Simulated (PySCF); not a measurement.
InF3, SMILES [F][In]([F])[F]. Atoms are numbered in the order given.

```xyz
4

In     0.0000     0.0000     0.0000
F     -1.9581     0.0000     0.0000
F      0.9790     1.6958     0.0000
F      0.9790    -1.6958     0.0000
```

The structure is a stationary point at PBE-D3(BJ)/def2-SVP. The isomer is the one that the SMILES or the coordinates give; other isomers of the formula were not compared. The def2 effective core potentials stand for the cores of In; spin–orbit coupling is left out.

All values below come from TDA-CAM-B3LYP/def2-SVPD run with PySCF.

Vertical excitations; the highest root listed may be one member of a degenerate set. Gas-phase values at a fixed geometry. State labels are in the subgroup C2v.

### Question
Estimate the UV-visible absorptions. (An estimate is asked for; the answer gives what the named calculation found.)

### Answer

| state | symmetry | energy (eV) | λ (nm) | f | main pairs |
|---|---|---|---|---|---|
| S1 | B1 | 6.02 | 206 | 0.000 | HOMO−2→LUMO 97 % |
| S2 | B2 | 6.04 | 205 | 0.000 | HOMO−3→LUMO (degenerate set) |
| S3 | A2 | 6.04 | 205 | 0.000 | HOMO−4→LUMO (degenerate set) |
| S4 | A1 | 6.10 | 203 | 0.056 | HOMO→LUMO (degenerate set) |
| S5 | B1 | 6.10 | 203 | 0.056 | HOMO−1→LUMO (degenerate set) |
| S6 | B2 | 6.60 | 188 | 0.059 | HOMO−5→LUMO 97 % |
| S7 | A1 | 7.62 | 163 | 0.086 | HOMO−7→LUMO, HOMO−3→LUMO+1 (degenerate set) |
| S8 | B1 | 7.62 | 163 | 0.086 | HOMO−6→LUMO, HOMO−4→LUMO+1 (degenerate set) |
| S9 | B2 | 8.17 | 152 | 0.000 | HOMO→LUMO+1 (degenerate set) |
| S10 | A2 | 8.17 | 152 | 0.000 | HOMO−1→LUMO+1 (degenerate set) |
| T1 | A1 | 5.36 | 231 | 0 | HOMO→LUMO (degenerate set) |
| T2 | B1 | 5.36 | 231 | 0 | HOMO−1→LUMO (degenerate set) |
| T3 | B1 | 5.60 | 221 | 0 | HOMO−2→LUMO 95 % |
| T4 | B2 | 5.63 | 220 | 0 | HOMO−3→LUMO 95 % |
Triplets are in the Tamm–Dancoff approximation.
